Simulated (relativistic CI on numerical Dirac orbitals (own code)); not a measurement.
## One change at a time: Cs LII

Base calculation: Dirac-Coulomb-Breit CI, orbitals from a KLI potential per configuration, QED by a radiative potential, unscaled Slater integrals.

CI space (outside the closed core 1s2): 2s2, 2s 2p, 2p2, 2p 3s, 2p 3p, 2s 3s, 2s 3p, 2s 3d, 2s 4s, 2s 4p, 2s 4d, 2s 4f, 3s2, 3s 3p, 3p2. Levels of other configurations are missing.

The lowest level and the first level of each name with at least 55 % of one term (blank where a level has no safe partner in the second run):

```csv
Level,Base (eV),Shift (eV)
2s2 1S_0,0.00,0.00
2s 2p 3P°_0,107.40,-14.03
2s 2p 3P°_1,131.19,-37.82
2p2 3P_0,310.61,-70.17
2s 2p 3P°_2,502.94,-409.56
2s 2p 1P°_1,568.78,-389.26
2p2 3P_1,676.38,-435.93
2p2 1D_2,692.37,
2p2 3P_2,1081.23,
2p2 1S_0,1131.09,-797.46
2s 3s 3S_1,5633.61,-315.31
2s 3s 1S_0,5655.71,-318.96
2s 3p 3P°_0,5686.06,-320.93
2s 3p 3P°_1,5686.99,
```

At this charge energies of transitions that change n are usually good to better than 1 %, and those within a shell (Δn = 0) to a few per cent.

Question: One thing was changed in a second run, which moved the levels as shown. Which?
A. QED terms removed
B. non-relativistic limit
C. Breit term removed
D. configuration mixing switched off

Answer: B. Non-relativistic limit. Without relativity the fine structure collapses and s electrons lose their extra binding.

LS names give the leading component of a level, which can be under half, so a name can repeat, a term be missing and a line seem to break the LS rules.
